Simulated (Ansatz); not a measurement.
`[F][SnH]([F])[F]` + CH₃SH → `C[S][SnH]([F])[F]` + H–F at 298.15 K and 1 bar (ligand exchange at the Sn–F bond).

Computed with Ansatz on PBE0-D4/def2-TZVP structures; ΔE is electronic, products minus reactants. CCSD(T)/CBS adds triple-zeta CCSD(T) − MP2 to the extrapolated MP2 energy (def2 sets, frozen cores). This one scheme is used for every species. Elements past krypton have def2 core potentials. For Sn outer-core shells are correlated without core-valence functions, which leaves a few kJ/mol of doubt a bond. Each species was taken in one conformer, which may not be the lowest.

```csv
species,CCSD(T)/CBS energy (Eh),H − E (kJ/mol),S (J/(mol·K))
`[F][SnH]([F])[F]`,-514.09299,50.3,312.4
CH₃SH,-438.22835,133.0,253.2
`C[S][SnH]([F])[F]`,-851.93361,154.9,388.6
H–F,-100.39570,33.5,173.6
```

H − E and S are ideal-gas, rigid-rotor, harmonic terms from PBE0-D4/def2-TZVP, for one conformer and one mirror image of each species. 1 Eh = 2625.50 kJ/mol, R = 8.31446 J/(mol·K).

Q: By hand: ΔE, ΔH, ΔS and ΔG.

A: ΔE = (-851.93361) + (-100.39570) − (-514.09299) − (-438.22835) = -0.00797 Eh = -20.9 kJ/mol. Δ(H − E) = 154.9 + 33.5 − 50.3 − 133.0 = 5.1, so ΔH = -15.8 kJ/mol. ΔS = 388.6 + 173.6 − 312.4 − 253.2 = -3.4 J/(mol·K). ΔG = -15.8 − 298.15 × (-3.4)/1000 = -14.8 kJ/mol.

Q: By hand: the equilibrium constant, and the temperature at which ΔG would vanish if ΔH and ΔS stayed fixed.

A: log₁₀ K = −ΔG/(RT ln 10) = 2.6. ΔG = 0 at ΔH/ΔS = 4647 K, far beyond where these terms or the molecules hold.

The number of gas molecules stays the same, so ΔS is small and ΔH decides. A doubt of 5 kJ/mol in ΔE shifts log₁₀ K by 0.9 here. Other conformers and mirror images would add mixing entropy, several J/(mol·K) or more a flexible species. Modes under 60 cm⁻¹, often nearly free rotors, make the harmonic entropy too high. These are equilibria of isolated gas molecules and say nothing of rates. Largest T1 diagnostic: 0.015 (customary marks: 0.02 for closed shells, 0.045 for open ones).
